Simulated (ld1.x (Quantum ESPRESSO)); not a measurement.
beryllium (Be): excitation energies, all-electron against RRKJ

beryllium (Be), norm-conserving RRKJ (Kleinman–Bylander form), made with ld1.x (Quantum ESPRESSO) 7.5 (PBE, scalar-relativistic). Core [He], reference 2s1.75 2p0.25. Waves: 2s (bound): rc 2.30 bohr; 2p (bound): rc 4.20 bohr; 3d channel at -0.1 Ry: rc 3.70 bohr. Local part: the d channel. Core correction: none. rho0 = 0.01.

Energies are relative to the spin-unpolarised reference configuration 2s1.75 2p0.25; without spin polarisation the order of configurations can differ from experiment. The frozen-core shift is the all-electron ΔE with the core orbitals held at their reference shape minus the fully relaxed ΔE.

```
valence configuration  charge  ΔE all-electron (eV)  error AE − PS (meV)  frozen-core shift (meV)
              2s1 2p0      +1                 8.651                  +38                     +1.0
            2s1.5 2p0    +0.5                 2.862                  +13                     +0.1
              2s0 2p1      +1                12.561                 -175                     +2.8
              2s1 2p1       0                 2.713                  -13                     +0.3
```

Q: What are ΔE and the potential's error for 2s2 2p0?

A: ΔE = -0.899 eV all-electron; the error (AE − PS) is -1.5 meV.

Q: What are ΔE and the potential's error for 2s0 2p2?

A: ΔE = 6.352 eV all-electron; the error (AE − PS) is -66 meV.

Levels in the configuration 2s1.5 2p0:

| level | all-electron (eV) | pseudo (eV) |
| --- | --- | --- |
| 2s | -9.498 | -9.460 |
